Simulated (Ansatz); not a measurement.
CBr3, SMILES Br[C](Br)Br (connectivity only; charge and spin as stated), charge +1, multiplicity 1.

The structure is a stationary point at TPSSh-D3(BJ)/def2-SVP. The multiplicity is an assumed one; no other spin state was optimised. The isomer is the one that the SMILES or the coordinates give; other isomers of the formula were not compared.

Two levels are set side by side: PBE/def2-SVPD (Ansatz, a first-principles code) and PBE0/def2-SVPD (Ansatz). Energy differences of separate SCF runs at the same geometry; the states with an electron removed or added have multiplicity 2 and 2. Differences are taken from unrounded values.

| quantity | PBE0 |
|---|---|
| vertical ionisation energy (eV) | 16.21 |
| vertical electron affinity (eV) | 7.90 |
| vertical singlet–triplet gap (eV) | 2.48 |

### Question
What does PBE give, and how far is it from PBE0? (An estimate is asked for; the answer gives what the named calculation found.)

### Answer

```csv
quantity,PBE,PBE minus PBE0
vertical ionisation energy (eV),15.70,-0.51
vertical electron affinity (eV),7.52,-0.38
vertical singlet–triplet gap (eV),2.38,-0.10
```
